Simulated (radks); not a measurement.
Values are calculated unless marked as measured or tabulated.
Ionisation of neutral chlorine, [Ne] 3s2 3p5, to Cl+, [Ne] 3s2 3p4, under several functionals. Scalar-relativistic Kohn-Sham, spin-unpolarised, spherical densities, point nucleus; a radial shooting solver on a logarithmic mesh with Libxc functionals.

functional,E(Cl) (hartree),Exc (hartree),IE (eV),-e(HOMO) (eV),<r> HOMO (bohr),IE error (eV)
PBE,-461.43332,-28.07190,13.875,8.595,1.844,+0.908
XLYP,-461.76791,-28.41065,13.764,8.494,1.851,+0.797
Wu-Cohen GGA,-461.15486,-27.78839,13.852,8.569,1.840,+0.884
HCTH/407,-461.68156,-28.36310,14.151,8.841,1.834,+1.184
PBEsol,-460.74083,-27.35854,13.836,8.562,1.843,+0.868
OLYP,-461.64332,-28.31246,13.829,8.522,1.840,+0.861
exchange-only B88,-460.93204,-27.55379,12.891,7.664,1.860,-0.076
exchange-only PBE,-460.78784,-27.40108,12.902,7.687,1.867,-0.066
B86b exchange with PBE correlation,-461.60367,-28.24783,13.898,8.615,1.842,+0.931
PW91,-461.61062,-28.25552,13.932,8.647,1.843,+0.964

NIST Atomic Spectra Database: 12.968 eV (measured). Closest: exchange-only PBE. The Delta-SCF values span 1.26 eV, the total energies 1.03 hartree. The highest occupied level is 3p. Spin polarisation and multiplet splitting are left out, so open shells lie too high by an amount that depends on their filling.

Beside tabulated values, note that spin-unpolarised runs miss the spin-polarisation part of the exchange energy of open shells.
